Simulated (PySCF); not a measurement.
Method: PBE-D3(BJ)/def2-TZVP // B3LYP-D3(BJ)/def2-SVP in PySCF. Gas-phase values, no solvent. One relaxed conformer stands for a flexible species; it need not be the lowest. 

Reference species (SMILES): `[SH][GeH2][SH]` (H–S–Ge–S torsion -140°, S–Ge–S–H torsion -140°) (neutral, multiplicity 1).

```
Quantity          Value
-------------  --------
LUMO           -1.41 eV
HOMO           -6.14 eV
HOMO–LUMO gap   4.73 eV
```

Changed species: `[GeH2]([SH])[GeH2][GeH2][SH]` (n = 3; the reference has n = 1).

**Question.** Predict the effect on the LUMO, HOMO and HOMO–LUMO gap.

**Answer.** the LUMO drops by 0.61 eV, to -2.02 eV; the HOMO increases by 0.28 eV, to -5.86 eV; the HOMO–LUMO gap falls by 0.89 eV, to 3.84 eV.
